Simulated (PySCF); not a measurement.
dichloromethane (CH₂Cl₂), singlet, geometry from GFN2-xTB; PySCF with MP2/3-21G.

PySCF was given this input:
```python
from pyscf import gto, scf, mp

mol = gto.M(
    atom='''
C    -0.01277935    0.00575548    0.78091376
Cl    0.02591339    1.46008427   -0.22991785
Cl   -0.01872900   -1.46331993   -0.20910236
H    -0.92568470    0.02391950    1.37405321
H     0.88022607   -0.00344613    1.40380793
''',
    basis='3-21g',
    verbose=4,
)

mf = scf.RHF(mol)
mf.kernel()

pt = mp.MP2(mf, frozen=11)
pt.kernel()
print('E(MP2) = %.10f' % pt.e_tot)
```

Output, abridged:

```
PySCF version 2.14.0

[INPUT] verbose = 4
[INPUT] num. atoms = 5
[INPUT] num. electrons = 42
[INPUT] charge = 0
[INPUT] spin (= nelec alpha-beta = 2S) = 0
[INPUT] symmetry False subgroup None
[INPUT] Mole.unit = angstrom
[INPUT] Symbol           X                Y                Z      unit          X                Y                Z       unit  Magmom
[INPUT]  1 C     -0.012779350000   0.005755480000   0.780913760000 AA   -0.024149471550   0.010876280915   1.475713133304 Bohr   0.0
[INPUT]  2 Cl     0.025913390000   1.460084270000  -0.229917850000 AA    0.048969210059   2.759159389086  -0.434481767649 Bohr   0.0
[INPUT]  3 Cl    -0.018729000000  -1.463319930000  -0.209102360000 AA   -0.035392680587  -2.765273900318  -0.395146192400 Bohr   0.0
[INPUT]  4 H     -0.925684700000   0.023919500000   1.374053210000 AA   -1.749290560700   0.045201304037   2.596584247479 Bohr   0.0
[INPUT]  5 H      0.880226070000  -0.003446130000   1.403807930000 AA    1.663386200002  -0.006512241890   2.652812519193 Bohr   0.0

nuclear repulsion = 134.654623364186
number of shells = 23
number of NR pGTOs = 75
number of NR cGTOs = 39
basis = 3-21g
ecp = {}

******** <class 'pyscf.scf.hf.RHF'> ********
method = RHF
initial guess = minao
damping factor = 0
level_shift factor = 0
DIIS = <class 'pyscf.scf.diis.CDIIS'>
diis_start_cycle = 1
diis_space = 8
diis_damp = 0
SCF conv_tol = 1e-09
SCF conv_tol_grad = None
SCF max_cycles = 50
direct_scf = True
direct_scf_tol = 1e-13
Set gradient conv threshold to 3.16228e-05
Initial guess from minao.
init E= -953.060573814248
  HOMO = -0.346747562169305  LUMO = 0.0764879170496917  gap/eV = 11.51682
cycle= 1 E= -953.294821979387  delta_E= -0.234  |g|= 0.499  |ddm|= 2.06
  HOMO = -0.443244813287585  LUMO = 0.0800615368804434  gap/eV = 14.23989
cycle= 2 E= -953.36133099266  delta_E= -0.0665  |g|= 0.312  |ddm|= 1.04
  HOMO = -0.45133891536254  LUMO = 0.143460008272404  gap/eV = 16.18530
cycle= 3 E= -953.384174187067  delta_E= -0.0228  |g|= 0.0284  |ddm|= 0.259
  HOMO = -0.450243885303296  LUMO = 0.153864472043471  gap/eV = 16.43863
cycle= 4 E= -953.384673678032  delta_E= -0.000499  |g|= 0.00604  |ddm|= 0.0856
  HOMO = -0.451394537370775  LUMO = 0.153210359412808  gap/eV = 16.45214
cycle= 5 E= -953.384705678057  delta_E= -3.2e-05  |g|= 0.00111  |ddm|= 0.024
  HOMO = -0.451213713707723  LUMO = 0.153591412337205  gap/eV = 16.45759
cycle= 6 E= -953.384706590923  delta_E= -9.13e-07  |g|= 0.000288  |ddm|= 0.00357
  HOMO = -0.451312079092576  LUMO = 0.153568652318488  gap/eV = 16.45964
cycle= 7 E= -953.384706650532  delta_E= -5.96e-08  |g|= 5.72e-05  |ddm|= 0.000912
  HOMO = -0.451314527738104  LUMO = 0.153566240575492  gap/eV = 16.45964
cycle= 8 E= -953.384706653353  delta_E= -2.82e-09  |g|= 8.89e-06  |ddm|= 0.000206
  HOMO = -0.451315680569402  LUMO = 0.153567348925475  gap/eV = 16.45971
cycle= 9 E= -953.384706653436  delta_E= -8.23e-11  |g|= 2.17e-06  |ddm|= 3.38e-05
  HOMO = -0.451315778597957  LUMO = 0.153567191372963  gap/eV = 16.45970
Extra cycle  E= -953.384706653441  delta_E= -5e-12  |g|= 9.86e-07  |ddm|= 5.53e-06
converged SCF energy = -953.384706653441

******** <class 'pyscf.mp.mp2.RMP2'> ********
nocc = 10, nmo = 28
frozen orbitals 11
E(RMP2) = -953.569415150121  E_corr = -0.184708496680185
E(SCS-RMP2) = -953.570834568857  E_corr = -0.186127915416534
E_corr(same-spin) = -0.0409872468457949
E_corr(oppo-spin) = -0.143721249834391
E(MP2) = -953.5694151501
```
